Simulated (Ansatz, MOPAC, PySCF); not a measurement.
Isomers of CHN: 1 is N#C, 2 is [C-]#[NH+]; one conformer of each (the lowest of an xTB search), B3LYP-D3(BJ)/def2-TZVP minima.
Isomer 1 (charge 0, multiplicity 1):
```xyz
3

C     -0.02648     0.00000     0.00000
N      1.11969     0.00000     0.00000
H     -1.09320     0.00000     0.00000
```
Isomer 2 (charge 0, multiplicity 1, Z-matrix in Å and degrees):
```
N
C 1 1.1640
H 1 0.9974 2 179.99
```

No zero-point or thermal terms.

Cores are frozen in the correlated methods. CBS: X⁻³ extrapolation of the correlation energy, Hartree–Fock from the larger set. Rows in 3-21G, 6-311+G**, 6-31G*, STO-3G carry no dispersion term and start afresh at each structure (6-31G* with six Cartesian d functions). MP2/6-31G* freezes PySCF's default core. The state that PM6 reach isn't checked.

Run with Ansatz (Gaussian basis) for Hartree–Fock, density functionals and correlated methods; MOPAC for PM6 (differences of heats of formation); PySCF for 3-21G rows, 6-311+G** rows, 6-31G* rows, STO-3G rows, the dispersion terms. Each number belongs to the level named beside it.

Other levels give for the electronic energy of isomer 2 less that of isomer 1: PBE/def2-TZVPP 62.2; B3LYP/def2-TZVPP 58.2; B3LYP-D3(BJ)/def2-TZVPP 57.8; wB97M-V/def2-TZVPP 51.3; CCSD(T)/CBS(cc-pVTZ, cc-pVQZ) 62.0 kJ/mol.

Common cheap choices:

```tsv
level	electronic energy of isomer 2 less that of isomer 1 (kJ/mol)	less 62.0 (CCSD(T)/CBS(cc-pVTZ, cc-pVQZ))
PM6	56.0	-6.0
HF/STO-3G	81.2	19.2
HF/3-21G	37.2	-24.7
HF/6-31G*	51.7	-10.3
BP86/6-31G*	72.0	10.1
B3LYP/3-21G	65.4	3.4
B3LYP/6-311+G**	60.4	-1.6
MP2/6-31G*	85.1	23.2
```

Ansatz is an electronic-structure program.
